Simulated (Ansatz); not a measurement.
# Ligand exchange: SiHI3 + C2HFI2 → SiI4 + C2H2FI

Species: SiHI3 (triiodosilane) `I[SiH](I)I`, singlet; C2HFI2 `F/C(I)=C\I`, singlet; SiI4 `I[Si](I)(I)I`, singlet; C2H2FI `F/C=C/I`, singlet. The partners trade H for I: Si–H and C–I bonds give way to Si–I and C–H.

Shapes, held fixed at every level: PBE0-D4/def2-TZVP. Programs: Ansatz 0.2.0. The zero-point and thermal change to 298 K, harmonic and unscaled (PBE0-D4/def2-TZVP), is +8.4 kJ/mol.

| level | kind | ΔH(298 K) (kJ/mol) | less CCSD(T)/def2-TZVPP | CPU time (sum over the molecules) |
| --- | --- | --- | --- | --- |
| r2SCAN-D4/def2-TZVPP | meta-GGA | -115.2 | -1.3 | 57 s |
| PBE0-D4/def2-TZVPP | global hybrid | -122.9 | -9.0 | 46 s |
| wB97X-V/def2-TZVPP | range-separated hybrid | -117.5 | -3.6 | 99 s |
| B2PLYP/def2-TZVPP | double hybrid | -114.6 | -0.7 | 84 s |
| MP2/def2-TZVPP | perturbation theory | -123.9 | -10.0 | – |
| CCSD(T)/def2-SVP | coupled cluster or CI | -114.3 | -0.4 | 80 s |
| CCSD(T)/def2-TZVPP | coupled cluster or CI | -113.9 | 0.0 | 7.7 min |

The highest level, CCSD(T)/def2-TZVPP, gives ΔH(298 K) = -113.9 kJ/mol; the levels span -123.9 to -113.9. The column of differences is taken from that level and isn't an error. No measured value is set beside it here. For atoms past krypton def2 sets carry core potentials with scalar relativity. Outer-core shells of I are correlated in most correlated rows, in sets that cover them unevenly. Times are processor times on shared x86 and Arm servers, and rough.
